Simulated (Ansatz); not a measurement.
```yaml
crystal:
  periodic: [false, false, false]
  atoms:
    - {symbol: B, position_ang: [-0.720823, -2.182194, 0.098995]}
    - {symbol: O, position_ang: [-0.324264, -1.065522, 0.717123]}
    - {symbol: C, position_ang: [0.067646, 0.191341, 0.132064]}
    - {symbol: C, position_ang: [-0.027401, 0.200500, -1.381828]}
    - {symbol: C, position_ang: [1.500565, 0.426313, 0.581487]}
    - {symbol: C, position_ang: [-0.862955, 1.231560, 0.733955]}
    - {symbol: H, position_ang: [-0.994306, -3.104931, 0.813843]}
    - {symbol: H, position_ang: [-0.803116, -2.270056, -1.094534]}
    - {symbol: H, position_ang: [-1.047222, 0.011826, -1.722174]}
    - {symbol: H, position_ang: [0.277006, 1.183266, -1.747618]}
    - {symbol: H, position_ang: [0.627477, -0.547557, -1.831997]}
    - {symbol: H, position_ang: [1.850542, 1.405960, 0.249669]}
    - {symbol: H, position_ang: [1.566275, 0.382180, 1.669906]}
    - {symbol: H, position_ang: [2.162004, -0.336286, 0.164652]}
    - {symbol: H, position_ang: [-0.816215, 1.193583, 1.823573]}
    - {symbol: H, position_ang: [-1.894232, 1.045782, 0.426278]}
    - {symbol: H, position_ang: [-0.579880, 2.234031, 0.406605]}
basis:
  gaussian: {orbitals: def2-TZVPPP}
magnetization: {spin_polarized: true, initial_magnetization: 0}
hamiltonian: {xc: {name: B2GP-PLYP}}
output: {forces: true}
```

```sh
$ ansatz run in.yaml --threads 4 --pin off --events-out ev --progress --plain --max-ram 11315MiB
```

Output, abridged:

```
Error: <dir> can't be read: No such file or directory (os error 2)
```
